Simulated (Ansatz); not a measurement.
Ansatz (a quantum-chemistry and plane-wave program) input:

Ansatz 0.2 input:
```yaml
crystal:
  periodic: [false, false, false]
  atoms:
    - {symbol: Ca, position_ang: [-0.00000000, -0.00000000, -0.58396168]}
    - {symbol: F, position_ang: [0.00000000, 0.00000000, 1.29769263]}
basis:
  gaussian:
    orbitals: def2-TZVPD
hamiltonian:
  xc: {name: PBE0}
magnetization: {spin_polarized: true, initial_magnetization: 1}
```

Q: What final total energy does it print?

A: -777.25618 Eh (PBE0/def2-TZVPD). The basis has 76 functions.

This state (charge 0, doublet) is run at the relaxed geometry of the species with charge 1 and multiplicity 1.
